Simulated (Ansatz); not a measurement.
System: sum formula H2SiO3Cl, net charge 0, doublet state. It need not be the lowest isomer of its formula. 
Structure (B3LYP-D3(BJ)/def2-TZVP (Ansatz, an electronic-structure program) minimum search):
SMILES: [O][Si](O)(Cl)O
```xyz
7

Si    -0.0962    -0.1320    -0.3605
Cl     0.4061     0.5507     1.5171
O     -0.6465     1.3154    -0.9294
O      1.1583    -0.7615    -1.1671
O     -1.1888    -1.3263    -0.3339
H      1.9090    -0.1913    -1.3530
H     -2.0495    -1.1438     0.0523
```
Charge 0, spin multiplicity 2.

Parts of the frozen-core correlation energy in cc-pV(5+d)Z (Ansatz, hartree). Frozen orbitals: 13; correlated occupied orbitals by spin: 16 and 15; virtual: 554 and 555. UHF or UKS for open shells. No spin-orbit coupling. No relativistic terms.

| term | value |
|---|---|
| reference (HF) | -974.51878 |
| MP2 opposite-spin | [?] |
| MP2 same-spin | [?] |
| CCSD correlation | -1.10068 |
| (T) | [?] |
| T1 diagnostic | 0.015 |
| largest doubles amplitude | 0.018 |
| <S^2> of the reference | 0.758 |

Problem. Complete the blanks.

Solution. 
- MP2 opposite-spin, value: -0.82193
- MP2 same-spin, value: -0.26233
- (T), value: -0.04488
